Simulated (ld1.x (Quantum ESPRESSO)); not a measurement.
Values are calculated unless marked as measured or tabulated.
## Pseudopotentials across the periodic table

Generated with ld1.x 7.5 (TM, RRKJ, ultrasoft, PAW), atompaw 4.2 or ONCVPSP 4.0.1. The cutoff is in Ry: for ld1.x and atompaw files where the sum of valence levels is converged to 10 mRy in a Bessel basis, for ONCV files where the hardest occupied wave has 1 mHa per electron of residual kinetic energy. The error is the largest all-electron minus pseudo excitation energy over each file’s own four to seven test configurations (ionisations up to +4, promotions, holes and added fractions of an electron), all of which were solved. The labels leave out finer settings (local radius, basis sizes, second energies), which also bear on the numbers. Spin-polarised tests are not counted. The rows are a selection from randomly drawn settings: files with unsolved tests, undetermined cutoffs or missed reference levels are left out.

A true bound ghost makes a file unfit for plane-wave use even where its test errors are small: the radial tests pick states by their node count and pass the ghost by.

| element | potential | cutoff (Ry) | largest error (meV) | bound ghosts |
| --- | --- | --- | --- | --- |
| He | TM, PBE, scalar-relativistic, rc 0.50/0.45 (sp), local s, core correction no, reference 1s2 | 180 | +1.4 | none |
| Be | TM, PBE, non-relativistic, rc 1.40/2.90 (sp), local s, core correction yes, reference 2s2 2p0 | 10 | -46 | none |
| Si | TM, PBE, scalar-relativistic, rc 1.75/1.65/1.65 (spd), local d, core correction yes, reference 3s2 3p2 | 15 | +88 | none |
| Se | PAW, LDA (PZ), scalar-relativistic, rc 1.45/2.25/1.05 (spd), local smoothed, core correction yes, reference 3d10 4s2 4p4 | 140 | -22 | none |
| Te | ultrasoft, PBE, fully relativistic, rc 1.70/1.85 (sp), local smoothed, core correction no, reference 5s2 5p3.75 | 15 | +79 | s, d |
| W | RRKJ, PBE, scalar-relativistic, rc 2.15/1.50/1.50 (spd), local s, core correction no, reference 5p6 5d4 6s1 6p0 | 70 | -448 | none |

Q: Fill in the row for Rh: PAW, LDA (PZ), scalar-relativistic, rc 2.40/2.65/1.55 (spd), local smoothed, core correction yes, reference 4d7 5s2 5p0.

A: cutoff 45 Ry, largest error -122 meV, bound ghosts: none.

Q: Fill in the row for Ge: RRKJ, PBE, scalar-relativistic, rc 1.80/1.90/2.05 (spd), local smoothed, core correction no, reference 4s1 4p3.

A: cutoff 40 Ry, largest error +97 meV, bound ghosts: none.
